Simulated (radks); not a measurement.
Values are calculated unless marked as measured or tabulated.
Valence configurations of neutral bromine (all share [Ar]). Code: a radial shooting solver on a logarithmic mesh with Libxc functionals. Model: Dirac Kohn-Sham, BLYP, spin-unpolarised, spherical densities, point nucleus; open shells are shared between the two j in proportion to 2j + 1. Energies are relative to 3d10 4s2 4p5; eigenvalues in eV.

| valence | E (eV) | e(3d3/2) | e(3d5/2) | e(4p1/2) | e(4p3/2) | e(4s1/2) |
|---|---|---|---|---|---|---|
| 3d10 4s2 4p5 | 0.000 | -67.222 | -66.136 | -8.048 | -7.547 | -20.024 |
| 3d10 4s1.5 4p5.5 | 6.181 | -67.994 | -66.908 | -8.354 | -7.841 | -20.427 |
| 3d10 4s1 4p6 | 12.414 | -68.750 | -67.663 | -8.651 | -8.127 | -20.818 |
| 3d9.5 4s2 4p5.5 | 30.789 | -73.350 | -72.235 | -8.725 | -8.179 | -21.140 |
| 3d9 4s2 4p6 | 64.341 | -79.604 | -78.461 | -9.403 | -8.812 | -22.240 |

NIST lists [Ar] 3d10 4s2 4p5 as the ground configuration; this level of theory agrees among the configurations tried. The energies are those of spherical spin-averaged densities, not of single terms.
